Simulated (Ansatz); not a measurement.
The cluster Li₃PS₄. Total charge 0; singlet. Geometry r2SCAN-D4/def2-SVP.

```xyz
8

Li    1.150   -0.352    0.290
Li   -0.579    1.848   -0.431
Li    1.584    2.573    2.571
P    -1.664   -1.710   -1.096
S    -2.216    0.203   -0.909
S     1.383    1.855    0.584
S     0.531   -1.995   -1.493
S    -0.188   -2.422    0.485
```

Another isomer (singlet) lies 1.96 eV lower at PBE0-D4/def2-TZVP; other spin states weren't run for this one.

Task: Estimate the orbital energies around the gap (eV) in Ansatz with LDA (SPW92)/def2-TZVP, PBE-D4/def2-TZVP, r2SCAN-D4/def2-TZVP, B97M-V/def2-TZVP, PBE0-D4/def2-TZVP.

Result: 
| orbital | LDA (SPW92)/def2-TZVP | PBE-D4/def2-TZVP | r2SCAN-D4/def2-TZVP | B97M-V/def2-TZVP | PBE0-D4/def2-TZVP |
| --- | --- | --- | --- | --- | --- |
| HOMO−5 | -6.05 | -5.88 | -6.13 | -6.15 | -6.98 |
| HOMO−4 | -5.90 | -5.73 | -5.94 | -5.96 | -6.80 |
| HOMO−3 | -5.66 | -5.50 | -5.70 | -5.71 | -6.59 |
| HOMO−2 | -5.27 | -5.13 | -5.36 | -5.41 | -6.27 |
| HOMO−1 | -5.25 | -5.09 | -5.29 | -5.26 | -6.15 |
| HOMO | -4.88 | -4.72 | -4.91 | -4.88 | -5.76 |
| LUMO | -2.71 | -2.51 | -2.44 | -2.35 | -1.68 |
| LUMO+1 | -2.09 | -1.90 | -1.73 | -1.79 | -1.38 |
| LUMO+2 | -1.98 | -1.86 | -1.57 | -1.64 | -1.05 |
| LUMO+3 | -1.86 | -1.75 | -1.23 | -1.50 | -0.93 |
| LUMO+4 | -0.91 | -0.75 | -0.29 | -0.58 | -0.12 |
| LUMO+5 | -0.43 | -0.29 | 0.20 | -0.18 | 0.32 |
